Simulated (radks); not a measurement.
The numbers below are computed, except where a source is named.
Spherical quantum dot in the effective-mass picture: electrons in a hard-walled sphere of radius 1.36, all in effective atomic units (hartree* = m*/eps^2 hartree, bohr* = eps/m* bohr), one dielectric constant everywhere. Level of theory: non-relativistic Kohn-Sham, r2SCAN, spin-polarised, spherical densities, generalised Kohn-Sham scheme (a radial shooting solver with Libxc functionals). Levels are named by radial order and angular momentum (1s, 1p, 1d, 2s, ...), and open shells are averaged over m.

N = 38, configuration 1s2 1p6 1d10 2s2 1f14 1g(up 4, down 0). This is the lowest configuration that the search found. Occupied and some empty levels:

| level | occupation | eigenvalue (hartree*) | <r> (bohr*) |
|---|---|---|---|
| 1s up | 1 | 39.793 | 0.8596 |
| 1s down | 1 | 39.888 | 0.8556 |
| 1p up | 3 | 41.485 | 0.9156 |
| 1p down | 3 | 41.603 | 0.9133 |
| 1d up | 5 | 44.201 | 0.9562 |
| 1d down | 5 | 44.341 | 0.9549 |
| 1f up | 7 | 47.810 | 0.9880 |
| 1f down | 7 | 47.968 | 0.9872 |
| 2s up | 1 | 48.542 | 0.6162 |
| 2s down | 1 | 48.593 | 0.6185 |
| 1g up | 4 | 52.238 | 1.014 |
| 1g down | 0 | 52.412 | 1.013 |
| 2p up | 0 | 53.658 | 0.7122 |
| 2p down | 0 | 53.716 | 0.7130 |
| 1h up | 0 | 57.435 | 1.035 |
| 1h down | 0 | 57.624 | 1.035 |
| 2d up | 0 | 59.539 | 0.7760 |
| 2d down | 0 | 59.614 | 0.7762 |
| 3s up | 0 | 61.851 | 0.6533 |
| 3s down | 0 | 61.926 | 0.6535 |

Energy (hartree*): total 1070.86, kinetic 426.43, external 0, Hartree 697.18, exchange-correlation -52.755.
